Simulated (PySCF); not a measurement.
# Löwdin shares of the frontier orbitals

CF3C(O)Cl, C₂ClF₃O.
Cartesian coordinates in Å at the GFN2-xTB level; atoms count from 1:
```xyz
7
C2ClF3O angstrom
O      1.1887    1.3916   -0.5470
C      0.8366    0.3706   -0.0682
Cl     1.8800   -0.7749    0.6887
C     -0.6357   -0.1279   -0.0343
F     -1.0528   -0.3096    1.2204
F     -0.7633   -1.2925   -0.6736
F     -1.4502    0.7474   -0.6131
```

Method used: TDDFT CAM-B3LYP/def2-SVPD, vertical, gas phase, core orbitals frozen in the response (PySCF 2.14.0, density-fitted response routines).

Kohn–Sham orbitals with the atoms that hold most of them (Löwdin shares over 4%, at most four atoms; ? is withheld):

```csv
orbital,ε (eV),atoms
HOMO-3,-14.29,"F7 37%, F6 31%, F5 31%"
HOMO-2,-11.84,"Cl3 73%, O1 15%, C2 11%"
HOMO-1,-11.82,"Cl3 78%, C2 9%, C4 4%"
HOMO,-11.20,?
LUMO,?,"C2 40%, O1 34%, Cl3 13%, C4 5%"
LUMO+1,0.90,"Cl3 66%, C2 19%, O1 5%, C4 5%"
LUMO+2,1.34,"Cl3 26%, C4 21%, C2 15%, F7 11%"
```

(1) Give the leading atoms of the HOMO.

(2) What is the LUMO energy, and the HOMO–LUMO gap?

Results:

(1) O1 (bonded to C) 56%; Cl3 (bonded to C) 22%; C2 (bonded to C, Cl and O) 9%; C4 (bonded to C and 3 F) 6%. By element: oxygen 56%, chlorine 22%, carbon 15%.

(2) ε(LUMO) = -1.35 eV; the gap is 9.85 eV (0.3621 hartree).

Task: How does S1 compare with the orbital gap of 9.85 eV?

Result: S1 is at 4.88 eV (f = 0.0001), 4.98 eV below the gap, made of HOMO→LUMO (97%). 

S1 has the pattern of n→π* at C=O.

Next come S2 at 6.35 eV (f 0.0000), HOMO-1→LUMO (99%); S3 at 6.93 eV (f 0.051), HOMO-2→LUMO (88%); S4 at 8.49 eV (f 0.017), HOMO-1→LUMO+1 (63%), HOMO→LUMO+1 (17%); S5 at 8.53 eV (f 0.0009), HOMO-2→LUMO+1 (82%).

On one thread, x86-64 server, shared host, this took 17 s wall (grids of density and orbitals included).
